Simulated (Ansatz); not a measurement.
Frontier orbitals of C2H7BSSi (`[SiH3]B1CSC1`).

```xyz
12

Si   -0.3854   -0.7782   -1.7116
B     0.0351    0.0260    0.0947
C    -0.6133    1.2662    0.8198
S     0.5053    1.0155    2.2443
C     1.0838   -0.3683    1.1998
H    -0.1705    0.2451   -2.7753
H     0.4452   -1.9699   -2.0374
H    -1.8205   -1.1812   -1.7612
H    -0.4805    2.2281    0.3150
H    -1.6750    1.1649    1.0653
H     0.9424   -1.3567    1.6486
H     2.1334   -0.2914    0.8981
```

Total charge 0; spin multiplicity 1. All single points use the PBE0-D4/def2-TZVP geometry. Basis def2-TZVPP, the Gaussian-basis code of Ansatz.

Orbital energies of one run (eV). Highest occupied ones, from the top: -5.34, -6.33, -7.81, -8.50, -8.51, -9.02, -9.52, -10.09, -11.24, -11.96, -13.37, -14.96, -16.85, -20.41. Empty: -3.19, -1.18, -0.23, 0.18, 0.44, 0.54.

(1) Which functional gave them?
A. CAM-B3LYP
B. r2SCAN0
C. LDA (SPW92)
D. PBE0

## Answers

(1) C. HOMO energies: LDA (SPW92) -5.34, r2SCAN0 -6.60, CAM-B3LYP -7.78, PBE0 -6.46 eV.
